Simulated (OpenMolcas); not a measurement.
## Mn⁵⁺: the spin-orbit constant, worked from levels

```yaml
Program: OpenMolcas 26.06
Basis: ANO-RCC-VQZP [7s6p4d3f2g1h]
Scalar_Hamiltonian: DKH2, point nucleus
Active_space: 8 electrons in 8 orbitals (RAS1 3p, at most 2 holes; RAS2 3d)
State_averaging: 2S+1 = 3 even, 10 roots; 2S+1 = 1 even, 15 roots
Spin-orbit_coupling: RASSI with atomic mean-field integrals over the reference wave functions, term energies averaged over their components
```

Methods: RASSCF; SS-RASPT2, IPEA 0.25 Eh, imaginary shift 0.1 Eh (closed shells correlated: 3s). Measured levels: Corliss and Sugar, J. Phys. Chem. Ref. Data 6, 1253 (1977).

**The spin-orbit constant.** For the Hund term 3F of d2, E(J) = (A/2) J(J+1) + constant and ζ = 2S·A = 2A. From J = 2 to J = 4 the energy changes by 7 A.

```tsv
Source	E(4) - E(2)	A	ζ
RASSCF	1707.3	243.9	488
SS-RASPT2	1709.6	244.2	488
measured	1669.0	238.4	477
```

All in cm-1. SS-RASPT2 is off by +2.4 % and RASSCF by +2.3 %. Both methods take the spin-orbit matrix elements from the reference wave functions, so the second can move ζ only through the term energies and any multistate remixing. Second-order mixing with other terms is absorbed into this ζ.

Term energies are means over components that CASPT2 splits; among the terms shown or strongly mixed into the levels shown the widest spread is 290 cm-1 (3d2 3F, SS-RASPT2). Active for correlation alone: 3p; no level in the range computed is led by a configuration that opens it, so any true level of that kind is missing. Without dynamic correlation excited terms often stand tens of per cent too high (terms of higher spin than the ground term too low), and those without a measured partner can miss by more than the paired ones (holds for RASSCF). Measured partners are found by configuration, term and J. A level has none where our copy of the source lacks it or the pairing is in doubt (some pairs that miss far off the trend of their configuration count as doubtful), and it then counts in no deviation. Only configurations of the active space appear.
